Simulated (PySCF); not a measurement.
# Electronic structure of Ag⁺ (silver, charge +1) at the LDA level

Configuration: [Kr] 4d10, closed-shell 1S. Calculation: PySCF 2.14, in x2c-QZVPPall (13s8p7d4f2g, 118 functions); the spin-free X2C one-electron Hamiltonian (Gaussian nucleus).

| Quantity | Value |
| --- | --- |
| Total energy | -5309.67 hartree |
| One-electron energy | -7314.17 hartree |
| Hartree (Coulomb) energy | 2149.41 hartree |
| Exchange-correlation energy | -144.91 hartree |
| ⟨S²⟩ | 0.0000 |
| ⟨L²⟩ | 0.000 |
| Sum of ⟨r⟩ | 29.17 bohr |
| Sum of ⟨r²⟩ | 35.29 bohr² |
| Langevin diamagnetic susceptibility | -27.9 ×10⁻⁶ cm³/mol |

```json
{"shell": "1s", "electrons": "2", "mean orbital energy (eV)": "-25262.1", "rms radius, mean of both spins (bohr)": "0.0357"}
{"shell": "2s", "electrons": "2", "mean orbital energy (eV)": "-3728.2", "rms radius, mean of both spins (bohr)": "0.146"}
{"shell": "2p", "electrons": "6", "mean orbital energy (eV)": "-3349.1", "rms radius, mean of both spins (bohr)": "0.130"}
{"shell": "3s", "electrons": "2", "mean orbital energy (eV)": "-689.83", "rms radius, mean of both spins (bohr)": "0.395"}
{"shell": "3p", "electrons": "6", "mean orbital energy (eV)": "-565.04", "rms radius, mean of both spins (bohr)": "0.396"}
{"shell": "3d", "electrons": "10", "mean orbital energy (eV)": "-366.83", "rms radius, mean of both spins (bohr)": "0.378"}
{"shell": "4s", "electrons": "2", "mean orbital energy (eV)": "-103.24", "rms radius, mean of both spins (bohr)": "0.972"}
{"shell": "4p", "electrons": "6", "mean orbital energy (eV)": "-66.956", "rms radius, mean of both spins (bohr)": "1.07"}
{"shell": "4d", "electrons": "10", "mean orbital energy (eV)": "-15.919", "rms radius, mean of both spins (bohr)": "1.54"}
```

Densities and radii are taken from the X2C orbitals without a picture-change correction, which distorts them close to the nucleus.
